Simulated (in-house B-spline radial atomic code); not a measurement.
Values are calculated unless marked as measured or tabulated.
## Stopping and range of 50 keV Zn in InAs

The pair potential comes from two frozen, spherical free-atom densities (PBE, B-spline radial code, scalar-relativistic past argon): electrostatics plus the change in Thomas-Fermi kinetic and Dirac exchange energy where they overlap, the recipe behind the universal ZBL potential, which averages such potentials (from solid-state densities) over many pairs. It is written V = (Z1 Z2 e²/r) φ(r/a), with e² = 14.3996 eV·Å and a = 0.46850 Å/(Z1^0.23 + Z2^0.23); ZBL's fit is φ = 0.18175 e^(−3.1998x) + 0.50986 e^(−0.94229x) + 0.28022 e^(−0.4029x) + 0.02817 e^(−0.20162x). Where φ falls below 4e-4 it is continued as an exponential.

The target is taken as amorphous, with density 5.68 g/cm³ (NSM archive of the Ioffe Institute); channelling is ignored. Masses: Zn 65.38, In 114.82, As 74.92 u. Nuclear stopping is S_n = 4π a Z1 Z2 e² M1/(M1 + M2) × s_n(ε), with s_n integrated over impact parameters for each pair. Electronic stopping is Lindhard and Scharff's S_e = Z1^(1/6) 8π e² a0 Z1 Z2/(Z1^(2/3) + Z2^(2/3))^(3/2) × v/v0, with a0 = 0.529177 Å and v = v0 at 24.801 keV/u; it misses the oscillations with Z1 seen in experiment, which reach tens of per cent. Compounds add by atom fraction.

| target atom | a (Å) | ε at this energy | s_n, this pair | s_n, ZBL potential |
| --- | --- | --- | --- | --- |
| In | 0.10110 | 0.1522 | 0.3431 | 0.3366 |
| As | 0.10596 | 0.1985 | 0.3592 | 0.3449 |

(1) What are the atom density and the stopping powers at entry?

Along the track:

```tsv
E (keV)	N S_n (eV/nm)	N S_e (eV/nm)
2.5	520	58.3
7.5	782	101
15	955	143
25	1070	184
37.5	1140	226
50	1180	261
```

(2) Estimate the path length and the projected range.

## Answers

(1) N = 5.68 × 0.602214/94.87 = 0.03606 atoms/Å³. For In: S_n = 9757 × 0.3431 = 3348 eV·Å², S_e = 3.5226 × √50000 = 787.7 eV·Å². For As: S_n = 8846 × 0.3592 = 3177 eV·Å², S_e = 2.9469 × √50000 = 658.9 eV·Å². Averaged over the target's atoms (half each) and times N × 10 Å/nm, the ion loses N S_n = 1180 eV/nm to recoils and N S_e = 261 eV/nm to electrons; the nuclear share is 82 %.

(2) With continuous slowing down the path is the integral of dE/(N (S_n + S_e)). Trapezoids over the table give 41.9 nm, and the stretch below the first row, with stopping taken as √E, adds 2E/(N S) = 8.6 nm: 50.5 nm in all, against 49.4 nm on a fine grid from 5 eV. Deflections shorten the depth: to first order in the energy passed on, N (S_n + S_e) dR_p/dE = 1 − N S_n (M2/M1) R_p/(2E), summed over the target's atoms, and integrating this on the fine grid gives R_p = 25.2 nm, 0.51 of the path. Lindhard's rule of thumb R/(1 + M2/3M1), with mean M2/M1 = 1.45, gives 33.3 nm. On the ZBL potential the same equation gives 25.8 nm, and the full integral equation, which keeps hard collisions, 27.5 nm.
